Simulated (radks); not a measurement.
Task: The germanium ion Ge3+ is in [Ar] 3d10 4s1. Calculated with a radial shooting solver on a logarithmic mesh with Libxc functionals: scalar-relativistic Kohn-Sham, BLYP, spin-polarised, spherical densities, finite nucleus; Fermi nuclear charge, rms radius of each element as measured or else 0.836 A^(1/3) + 0.57 fm. Open shells are filled with parallel spins first. One electron is removed from 3d, 4s, 3p, 3s in turn, with full relaxation. Which removal costs least, and what does each cost?

Result: 4s 46.990 eV; 3d 74.764 eV; 3p 161.88 eV; 3s 214.88 eV. The 4s electron leaves first.
